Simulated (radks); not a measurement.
Results of a calculation; reference values are marked as such.
Problem. The silver ion Ag+, configuration [Kr] 4d10. Level of theory: Dirac Kohn-Sham, PBE, spin-unpolarised, spherical densities, point nucleus; speed of light set to 102.777 atomic units (0.75 times the physical value, a model run) (a radial shooting solver on a logarithmic mesh with Libxc functionals).

Spin-orbit splittings of the eigenvalues, e(l+1/2) - e(l-1/2), with zeta = 2 splitting/(2l+1) and mean radii in bohr:

| shell | occ. | splitting (eV) | zeta (eV) | <r> j=l-1/2 | <r> j=l+1/2 |
|---|---|---|---|---|---|
| 2p | 6 | 331.2 | 220.8 | 0.1093 | 0.1186 |
| 3p | 6 | ? | ? | 0.3492 | 0.3692 |
| 3d | 10 | 11.03 | 4.413 | 0.3424 | 0.3487 |
| 4p | 6 | 9.683 | 6.455 | 0.9521 | 1.010 |
| 4d | 10 | 0.9933 | 0.3973 | 1.375 | 1.415 |

Estimate the 3p splitting.

Solution. 58.79 eV (zeta = 39.19 eV).
